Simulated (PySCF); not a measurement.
AsGaH6.
SMILES with atom numbers: `[GaH3-:1][AsH3+:2]` (hydrogens: H3, H4, H5 on Ga1; H6, H7, H8 on As2)

Method: MP2 and CCSD/aug-cc-pVDZ in PySCF, restricted Hartree–Fock reference, 18 core orbitals frozen, non-relativistic, gas phase, PBE0-D3(BJ)/def2-SVP geometry.

E(HF) = -4160.83681 Eh.

(1) How large is the problem?

(2) What are the MP2 and CCSD correlation energies?

(3) What is the T1 diagnostic?

(4) How does correlation change the dipole moment?

## Answers

(1) 126 basis functions and 70 electrons; 18 orbitals frozen, which leaves o = 17 correlated occupied and v = 91 virtual orbitals. That is o·v = 1547 singles and o·v(o·v + 1)/2 = 1197378 distinct closed-shell doubles amplitudes before symmetry; the costliest CCSD step grows as o²v⁴ = 2.0 × 10^10.

(2) MP2 -0.2681 Eh and CCSD -0.3173 Eh, which gives totals of -4161.10488 and -4161.15412 Eh. That is 0.254 eV for each correlated electron at CCSD (833 kJ/mol in all, 0.008 % of the total energy); MP2 gives 84.5 % of the CCSD value.

(3) 0.0089, below the customary warning level of 0.02. It is the norm of the spatial-orbital singles amplitudes over the root of the number of correlated electrons, so the norm is 0.052.

(4) HF gives 3.71 D and CCSD (unrelaxed density) 3.60 D, a change of -0.11 D.

No triples correction and no basis-set extrapolation were made.

The job also held the EOM ionisation roots. On one thread of an Arm Neoverse V1 (shared host), this took 94 s and 1.4 GiB of memory at its peak.
